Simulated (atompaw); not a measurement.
**Ti (Z = 22): one change to a PAW (atompaw) potential, before and after**

titanium (Ti), PAW, made with atompaw 4.2.0.5 (PBE, scalar-relativistic). Core [Ne], reference 3s2 3p6 3d2 4s1.5 4p0 (charge +0.5). Waves: 3s (bound): rc 1.40 bohr; 4s (bound): rc 2.35 bohr; 3p (bound): rc 1.65 bohr; 4p (bound, empty): rc 2.35 bohr; 3d (bound): rc 2.25 bohr; 3d channel at 3.7 Ry: rc 2.25 bohr. Local part: vpsmatchnc scheme with l = 3 at 0.5 Ry, radius 1.65 bohr. Core correction: smooth core density matched at 1.60 bohr. Augmentation charge: besselshape compensation charge, radius 2.05 bohr; PAW radius 2.35 bohr; waves and projectors: custom polynom2 7 10 vanderbiltortho.

All-electron outer shells of the reference configuration (PBE, scalar-relativistic, ld1.x):

| shell | level (eV) | outermost node (bohr) | outermost maximum (bohr) |
| --- | --- | --- | --- |
| 2p | -447.70 | – | 0.22 |
| 3s | -66.09 | 0.40 | 0.87 |
| 3p | -42.33 | 0.37 | 0.90 |
| 3d | -7.65 | – | 0.98 |
| 4s | -7.32 | 1.24 | 2.85 |
| 4p | -3.93 | 1.38 | 3.57 |

Change: wave 3s (bound): rc 1.40 bohr becomes 3s (bound): rc 2.20 bohr.

Cutoffs: the cutoffs (Ry, on a coarse ladder) from which the occupation-weighted sum of valence levels, in a spherical-Bessel basis at the reference potential, stays within 10 and 1 mRy of its value at 400 Ry; they do not see the model core or the augmentation charge, which bear on the density cutoff.

Q: What does the change do?

A: The potential gets neither clearly harder nor softer (25 Ry and 90 Ry → 25 Ry and 80 Ry); the p channel sets the loose cutoff, while the largest relative change is in s, which becomes softer; neither file shows a bound ghost.

| quantity | base | changed |
| --- | --- | --- |
| cutoff, loose | 25 Ry | 25 Ry |
| cutoff, tight | 90 Ry | 80 Ry |
| loose cutoff by channel (10 mRy a level) | s 18 Ry, p 21 Ry, d 12 Ry | s 8 Ry, p 21 Ry, d 12 Ry |
| bound ghosts | none | none |
| s: phases at 2.36 bohr within 0.05 rad from the reference energy up to (Ry; the scan ends near 5) | 0.2 | 1.0 |
| p: phases at 2.36 bohr within 0.05 rad from the reference energy up to (Ry; the scan ends near 5) | 0.4 | 0.4 |
| d: phases at 2.36 bohr within 0.05 rad from the reference energy up to (Ry; the scan ends near 5) | to the end of the scan | to the end of the scan |
| lowest overlap eigenvalue by channel | s 0.42, p 0.58, d 0.86 | s 0.58, p 0.58, d 0.86 |

 The cutoffs see the waves, projectors and local potential, not the compensation charge or the core.
